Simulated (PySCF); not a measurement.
C4H8OSi.
Cartesian coordinates in Å at the PBE0-D3(BJ)/def2-SVP level; atoms count from 1:
```xyz
14
C4H8OSi angstrom
C      2.143    0.847    0.114
C      1.044    0.168    0.399
C      0.347   -1.122    0.469
C     -0.361    0.194    0.790
O     -1.299    0.718   -0.086
Si    -2.877    0.168   -0.124
H      2.159    1.939    0.170
H      3.062    0.339   -0.193
H      0.552   -1.822    1.288
H      0.091   -1.599   -0.485
H     -0.583    0.374    1.853
H     -3.511    0.305    1.224
H     -2.934   -1.270   -0.533
H     -3.587    1.015   -1.119
```

Level of theory: PBE0-D3(BJ)/def2-SVP geometry optimisation, gas phase in PySCF.

Masses are those of the commonest isotopes; rigid-rotor values at the optimised geometry. The values belong to one conformer with, in the numbering `[CH2:1]=[C:2]1[CH2:3][C@@H:4]1[O:5][SiH3:6]`, C3–C4–O5–Si6 81°.

Q: What are A, B and C (GHz)?

A: Ia = 58.15, Ib = 348.09, Ic = 381.32 u·Å²; 505379 MHz·u·Å²/I gives 8690, 1452 and 1325 MHz, that is A = 8.6904, B = 1.4518, C = 1.3253 GHz.

Q: What kind of rotor is it?

A: A near-prolate asymmetric top. Ray's parameter κ = (2B − A − C)/(A − C) = -0.966; −1 is the prolate and +1 the oblate limit.

Q: Is it planar, by Δ = Ic − Ia − Ib?

A: Not planar: Δ = Ic − Ia − Ib = -24.93 u·Å². For a rigid frame Δ = −2 Σ m c², so Σ m c² = 12.46 u·Å² lies off the ab plane: 7.82 from hydrogen and 4.64 from heavier atoms. The atom farthest from that plane is 1.65 Å away.

Q: Give the other two planar moments, Paa and Pbb, and the rms extents of the mass along the axes.

A: Paa = Σ m a² = (Ib + Ic − Ia)/2 = 335.63 and Pbb = Σ m b² = (Ia + Ic − Ib)/2 = 45.69 u·Å². With the mass M = 100.03 u, the rms extents √(P/M) along a, b and c are 1.83, 0.68, 0.35 Å.

Q: Which lines would a microwave search look for?

A: The dipole components are |μa| = 0.04 D, |μb| = 0.95 D, |μc| = 0.40 D. The squared components, which scale the intensities, stand as 0.00 : 1.00 : 0.17 (a : b : c). Some lines, for components of 0.1 D or more:

| type | branch | J(Ka,Kc) | MHz | lower level (cm⁻¹) |
| --- | --- | --- | --- | --- |
| b | Q | 2(1,1) ← 2(0,2) | 7493 | 0.278 |
| b | Q | 3(1,2) ← 3(0,3) | 7689 | 0.556 |
| c | R | 1(1,0) ← 0(0,0) | 10142 | 0.000 |
| c | Q | 4(2,3) ← 4(1,3) | 21276 | 1.191 |
| b | Q | 3(2,2) ← 3(1,3) | 22286 | 0.787 |
| b | Q | 4(2,3) ← 4(1,4) | 22541 | 1.149 |
| b | R | 2(2,1) ← 1(1,0) | 27397 | 0.338 |
| b | R | 2(2,0) ← 1(1,1) | 27525 | 0.334 |
| c | R | 3(2,1) ← 2(1,1) | 30056 | 0.528 |
| c | R | 3(2,2) ← 2(1,2) | 30427 | 0.515 |
| b | R | 3(2,1) ← 2(1,2) | 30435 | 0.515 |
| b | R | 4(2,3) ← 3(1,2) | 32635 | 0.812 |
| c | R | 4(2,2) ← 3(1,2) | 32659 | 0.812 |
| c | R | 4(2,3) ← 3(1,3) | 33394 | 0.787 |
| c | Q | 4(3,2) ← 4(2,2) | 36490 | 1.901 |
| b | Q | 4(3,1) ← 4(2,2) | 36490 | 1.901 |
| c | Q | 3(3,1) ← 3(2,1) | 36502 | 1.530 |
| b | R | 4(3,2) ← 3(2,1) | 47614 | 1.530 |
| c | Q | 4(4,1) ← 4(3,1) | 51110 | 3.119 |
| b | Q | 4(4,1) ← 4(3,2) | 51110 | 3.119 |
| b | R | 4(4,1) ← 3(3,0) | 62222 | 2.748 |
| c | R | 4(4,0) ← 3(3,0) | 62222 | 2.748 |

Not checked by PBE0-D3(BJ)/def2-SVP frequencies. No vibrational averaging or centrifugal distortion is included, and the geometry carries the error of its method. A rigid rotor knows nothing of internal rotation, which can split or shift real lines.
